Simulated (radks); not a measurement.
Eu3+, configuration [Xe] 4f5.5 5d0.5 (fractional occupations, a model configuration). Method: Dirac Kohn-Sham, BP86, spin-unpolarised, spherical densities, finite nucleus; open shells fill j = l - 1/2 first; Fermi nuclear charge, rms radius 5.1115 fm; computed with a radial shooting solver on a logarithmic mesh with Libxc functionals.

Normalised radial functions P(r) = r R(r) (large component), r in bohr:

r	4f7/2	5d5/2
0.001062	0.0000	0.0000
0.001227	0.0000	0.0000
0.001417	0.0000	0.0000
0.001636	0.0000	0.0000
0.001889	0.0000	0.0000
0.002182	0.0000	0.0000
0.00252	0.0000	0.0000
0.00291	0.0000	0.0000
0.003361	0.0000	0.0001
0.003882	0.0000	0.0001
0.004483	0.0000	0.0001
0.005177	0.0000	0.0002
0.005979	0.0000	0.0003
0.006905	0.0000	0.0004
0.008039	0.0000	0.0007
0.009284	0.0000	0.0010
0.01072	0.0000	0.0014
0.01238	0.0001	0.0021
0.0143	0.0001	0.0032
0.01651	0.0002	0.0046
0.01907	0.0003	0.0067
0.02203	0.0005	0.0097
0.02544	0.0008	0.0139
0.02938	0.0014	0.0198
0.03393	0.0023	0.0277
0.03918	0.0037	0.0382
0.04525	0.0061	0.0520
0.05226	0.0098	0.0694
0.06036	0.0157	0.0908
0.0697	0.0246	0.1159
0.0805	0.0379	0.1440
0.09297	0.0576	0.1729
0.1074	0.0857	0.1996
0.124	0.1248	0.2194
0.1432	0.1778	0.2267
0.1654	0.2469	0.2153
0.191	0.3337	0.1797
0.2206	0.4378	0.1171
0.2547	0.5564	0.0291
0.2942	0.6837	-0.0766
0.3398	0.8106	-0.1860
0.3924	0.9258	-0.2801
0.4532	1.0168	-0.3384
0.5233	1.0715	-0.3433
0.6044	1.0831	-0.2856
0.698	1.0508	-0.1676
0.8126	0.9749	0.0081
0.9385	0.8730	0.2005
1.084	0.7532	0.3932
1.252	0.6258	0.5617
1.446	0.4996	0.6856
1.669	0.3818	0.7516
1.928	0.2780	0.7549
2.227	0.1916	0.6999
2.572	0.1237	0.5988
2.97	0.0740	0.4706
3.43	0.0404	0.3372
3.961	0.0199	0.2189
4.574	0.0087	0.1278
5.283	0.0033	0.0659
6.101	0.0011	0.0293
7.046	0.0003	0.0110

4f7/2 (empty): eigenvalue -36.046 eV, 0 radial nodes, <r> = 0.859 bohr, 90 % of the charge inside 1.45 bohr. 5d5/2 (empty): eigenvalue -25.280 eV, 2 radial nodes at r = 0.266, 0.807 bohr, <r> = 2.14 bohr, 90 % of the charge inside 3.19 bohr.
